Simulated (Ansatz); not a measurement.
PBE exchange is replaced step by step with exact exchange (0 % is PBE, 25 % PBE0; no dispersion term), basis def2-TZVP, Ansatz. System: (HBe-mu-Cl)2 (Be₂H₂Cl₂). Charge 0, multiplicity 1. Geometry: PBE0-D4/def2-TZVP.

Geometry of the singlet:

```xyz
6

Be    1.1799    0.2019   -0.4688
H     2.4061    0.4116   -0.9560
Cl   -0.6010    0.3110   -1.3787
Be   -1.1799   -0.2019    0.4689
H    -2.4060   -0.4118    0.9560
Cl    0.6010   -0.3107    1.3787
```

```tsv
exact exchange (%)	HOMO (eV)	LUMO (eV)	gap (eV)
0	-7.14	-1.57	5.58
5	-7.41	-1.40	6.02
10	-7.68	-1.22	6.45
15	-7.95	-1.05	6.89
35	-9.03	-0.38	8.64
50	-9.85	0.11	9.95
```

Problem. Fit a straight line to the column «gap (eV)» against the share of exact exchange and predict its value at 25 %.

Solution. With x = exact exchange (%) and y = gap (eV): mean x = 19.17, mean y = 7.255; Σ(x − x̄)(y − ȳ) = 163.5, Σ(x − x̄)² = 1871; slope b = 0.08739, intercept a = ȳ − b·x̄ = 5.58. The residuals of the fitted rows reach 0.00. At x = 25 the line gives 5.58 + (0.08739 × 25) = 7.76; the run gave 7.77, 0.01 more than the line.
